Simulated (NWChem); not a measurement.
Program: NWChem. System: hydrogen selenide (H$_{2}$Se), charge 0, spin multiplicity 1, at a geometry optimised with PBE0/def2-SVP. Level: B2PLYP/def2-SVP, 9 core orbitals frozen.

The NWChem input:

```
start mol
memory heap 200 mb stack 900 mb global 1100 mb
geometry units angstroms nocenter noautoz
  Se     0.000000     0.000000    -0.057076
  H      1.050246     0.000000     0.970291
  H     -1.050246     0.000000     0.970291
  symmetry group C2v
end
basis spherical
  * library def2-svp
end
dft
  xc hfexch 0.53 becke88 0.47 lyp 0.73 mp2 0.27
  dftmp2
  semidirect memsize 60000000 filesize 0
  iterations 100
end
mp2
  freeze core 9
end
task dft energy
```

Output (cleaned and shortened):

```
             Northwest Computational Chemistry Package (NWChem) 7.3.0
             --------------------------------------------------------

                                NWChem Input Module
                                -------------------

 Scaling coordinates for geometry "geometry" by  1.889725989
 (inverse scale =  0.529177249)

 Turning off AUTOSYM since
 SYMMETRY directive was detected!

                             Geometry "geometry" -> ""
                             -------------------------

 Output coordinates in angstroms (scale by  1.889725989 to convert to a.u.)

  No.       Tag          Charge          X              Y              Z
 ---- ---------------- ---------- -------------- -------------- --------------
    1 Se                  34.0000     0.00000000     0.00000000    -0.05707600
    2 H                    1.0000     1.05024600     0.00000000     0.97029100
    3 H                    1.0000    -1.05024600     0.00000000     0.97029100

 Effective nuclear repulsion energy (a.u.)      24.7444849950

            Nuclear Dipole moment (a.u.)
            ----------------------------
        X                 Y               Z
 ---------------- ---------------- ----------------
     0.0000000000     0.0000000000    -0.0000037795

      Symmetry information
      --------------------

 Group name             C2v
 Group number             16
 Group order               4
 No. of unique centers     2

      Symmetry unique atoms

     1    2


 Summary of "ao basis" -> "" (spherical)
 ------------------------------------------------------------------------------
       Tag                 Description            Shells   Functions and Types
 ---------------- ------------------------------  ------  ---------------------
 *                          def2-svp                  on all atoms

  dft_input: which_mp2 not specified, using semidirect MP2 by default.

                                 NWChem DFT Module
                                 -----------------

 Summary of "ao basis" -> "ao basis" (spherical)
 ------------------------------------------------------------------------------
[...]
           7.408171067989           0.000000000000           0.000000000000
           0.000000000000          15.347702396329           0.000000000000
           0.000000000000           0.000000000000           7.939531328340

     Multipole analysis of the density
     ---------------------------------

     L   x y z        total         alpha         beta         nuclear
     -   - - -        -----         -----         ----         -------
     0   0 0 0     -0.000000    -18.000000    -18.000000     36.000000

     1   1 0 0      0.000000      0.000000      0.000000      0.000000
     1   0 1 0      0.000000      0.000000      0.000000      0.000000
     1   0 0 1      0.353267      0.176635      0.176635     -0.000004

     2   2 0 0    -12.944509    -10.411198    -10.411198      7.877887
     2   1 1 0      0.000000      0.000000      0.000000      0.000000
     2   1 0 1      0.000000      0.000000      0.000000      0.000000
     2   0 2 0    -16.290642     -8.145321     -8.145321      0.000000
     2   0 1 1     -0.000000     -0.000000     -0.000000      0.000000
     2   0 0 2    -13.774533    -10.447064    -10.447064      7.119595

                   NWChem MP2 Semi-direct Energy/Gradient Module
                   ---------------------------------------------

  Basis functions       =     42
  Molecular orbitals    =     42
  Frozen core           =      9
  Frozen virtuals       =      0
  Active alpha occupied =      9
  Active beta occupied  =      9
  Active alpha virtual  =     24
  Active beta virtual   =     24
  Use MO symmetry       = T
  Use skeleton AO sym   = T

  AO/Fock/Back tols     =   1.0D-09  1.0D-09  1.0D-09

 GA uses MA = F    GA memory limited = T

 Available:
  local mem=  4.43D+07
 global mem=  1.44D+08
 local disk=  0.00D+00
  mp2_memr nvloc                    24
  nvloc new                    24
   1 passes of   9:        2097152                       9106                    666240.
   1 passes of   9: M     44323961           G      144175672           F      42226809.

 Semi-direct pass number   1 of   1  for RHF alpha+beta  at        1.1s
  vrange nnbf                   903
  mp2_eaftype                    10  avail_ma_in_mb                   386
 EAF : mp2_eaftype filesize          10     333120.
  mp2_eaf for mointskh                     10
Node 0 wrote      1.6 Mb in      0.0 s     Agg I/O rate:   814.6 Mb/s
 Done moints_semi at        2.0s
  mp2_eaftype                    10  avail_ma_in_mb                   386
 EAF : mp2_eaftype filesize          10     333120.
  mp2_eaf for kh                    10
 Done maket at        2.0s
 Done multipass loop at        2.0s

          -------------------------------------------
          DFT energy                   -2401.977207199045
          Unscaled MP2 energy             -0.295011581843
          Total DFT+MP2 energy         -2402.056860326142
          -------------------------------------------

 -----------------------
 Performance information
 -----------------------

 Timer overhead =  1.92D-07 seconds/call

               Nr. of calls         CPU time (s)                 Wall time (s)                GFlops
             ---------------    -------------------     ------------------------------   -------------------
Name         Min   Avg   Max    Min     Avg     Max     Min     Avg     Max   Mx/calls   Min     Max     Sum
mp2: moin     1     1     1   0.85    0.85    0.85     0.85    0.85    0.85    0.85      0.0     0.0     0.0
mp2: make     1     1     1   1.72E-2 1.72E-2 1.72E-2  1.72E-2 1.72E-2 1.72E-2 1.72E-2   0.0     0.0     0.0
mp2: tota     1     1     1   0.90    0.90    0.90     0.90    0.90    0.90    0.90      0.0     0.0     0.0

 The average no. of pstat calls per process was 3.00D+00
 with a timing overhead of 5.75D-07s

 Task  times  cpu:        1.9s     wall:        1.9s

 Total times  cpu:        2.0s     wall:        2.0s
```
